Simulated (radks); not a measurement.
Results of a calculation; reference values are marked as such.
All-electron atom: the phosphorus ion P3+ in [Ne] 3s2.

Code: a radial shooting solver on a logarithmic mesh with Libxc functionals. Model: Dirac Kohn-Sham, BLYP, spin-unpolarised, spherical densities, finite nucleus; Fermi nuclear charge, rms radius 3.1889 fm.

Energy parts (hartree):
total: -339.93568
kinetic: 341.25433
electron-nucleus: -794.16063
Hartree: 135.19516
exchange-correlation: -22.22453

Orbitals (lengths in bohr, moments of r in powers of bohr; r(max) is where P^2 peaks; r(90%) holds 90 % of the orbital's charge):
\begin{tabular}{lrrrrr}
orbital & occ. & eigenvalue (hartree) & r(90%) & r(max) & <r> \\ \hline
1s1/2 & 2 & -78.10065 & 0.185 & 0.06763 & 0.1036 \\
2s1/2 & 2 & -7.79866 & 0.815 & 0.4183 & 0.5187 \\
2p1/2 & 2 & -6.01487 & 0.806 & 0.3516 & 0.4816 \\
2p3/2 & 4 & -5.98079 & 0.809 & 0.3533 & 0.4838 \\
3s1/2 & 2 & -1.67515 & 2.48 & 1.465 & 1.669 \\
\end{tabular}

The highest occupied level is 3s1/2 at -45.583 eV. The density falls to 0.001 e/bohr^3 at r = 3.08 bohr. For comparison, the ionisation energy in NIST's Atomic Spectra Database is 51.444 eV (measured). In exact Kohn-Sham theory the highest level is minus the ionisation energy, but local and semilocal functionals leave it too shallow, through self-interaction and a potential that decays too fast; potentials with the right tail come closer. Summed over all electrons, <r^2> = 8.797 bohr^2, which gives a Langevin (diamagnetic) susceptibility term of -6.97 x 10^-6 cm^3/mol. The electron density at the nucleus is 2396 e/bohr^3.
